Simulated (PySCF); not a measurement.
A made-up structure of SiOF₂, closed shell:

O1  (0.399, -0.753, 1.218)
Si2  (-0.022, -0.002, -0.088)
F3  (-0.900, 1.194, 0.409)
F4  (0.336, -0.350, -1.503)
(Å)

It is relaxed with PBE-D4/def2-SVP and then PBE0-D4/def2-TZVP (PySCF 2.14 with density fitting (its default auxiliary sets; JK sets also for MP2 and CCSD(T))). Atoms count as bonded within 1.22 times the sum of their covalent radii (H–H: 0.88 Å). The end point is not checked to be a true minimum.

Does its bonding change? (A judgement: the text doesn't fix the answer.)

By the calculation: No: no bond forms or breaks.

Where it ends: The first stage lowers the energy by 0.97 eV in 9 steps. It ends as SiOF₂ ([O][Si]([F])[F]):
```
4
angstrom
O 0.5212 -0.8598 1.1921
Si 0.0108 0.0228 0.0905
F -0.8141 1.3448 0.2301
F 0.1863 -0.1756 -1.4513
```

Labels in which every atom is bracketed show which atoms are joined, not bond orders.

For scale, one of the runs: PBE0-D4/def2-TZVP relaxation, 130 basis functions, launched by `OMP_NUM_THREADS=2 python run.py`. The run took 29 s on 2 CPU threads of an Intel Xeon 6975P-C (shared host), with 1.2 GiB of host memory at its peak.
